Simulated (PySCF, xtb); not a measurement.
C2H6Bi, SMILES [Bi+]([CH3])[CH3] (connectivity only; charge and spin as stated), charge +1, multiplicity 1.

GFN2-xTB in xtb at its own geometry gives an orbital gap of 0.51 eV.

Geometry optimised at B3LYP-D3(BJ)/def2-SVP. The multiplicity is an assumed one; other spin states were not compared. The isomer is the one that the SMILES or the coordinates give; other isomers of the formula were not compared. The def2 effective core potentials stand for the cores of Bi; spin–orbit coupling is left out.

### Question
What does CAM-B3LYP/def2-TZVPD in PySCF give? (Estimate from the structure and the level; the computed values follow.)

### Answer
gap 5.78 eV (levels -14.15 and -8.37 eV).
